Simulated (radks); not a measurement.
Question: These are the eigenvalues of the occupied orbitals of an atom or ion with whole-number occupations (eV). All-electron calculation, scalar-relativistic Kohn-Sham, PBE, spin-unpolarised, spherical densities, point nucleus. Program: a radial shooting solver on a logarithmic mesh with Libxc functionals.

| orbital | eigenvalue |
|---|---|
| 1s | -29015.94 |
| 2s | -5394.717 |
| 2p | -4976.224 |
| 3s | -1853.047 |
| 3p | -1717.434 |
| 3d | -1530.308 |

Which element is it, and in what charge state? The configuration may be excited.

Answer: Z = 49, indium, charge +28: In28+ in [Ar] 3d3. The list shows which subshells hold electrons but not how many an open one holds; the 1s level, -1066.3 hartree, gives Z - s = 46.2 by -(Z - s)^2/2, which with screening and relativity narrows Z to a few neighbours, and the depths of the outer levels then fix element, charge and occupations together.
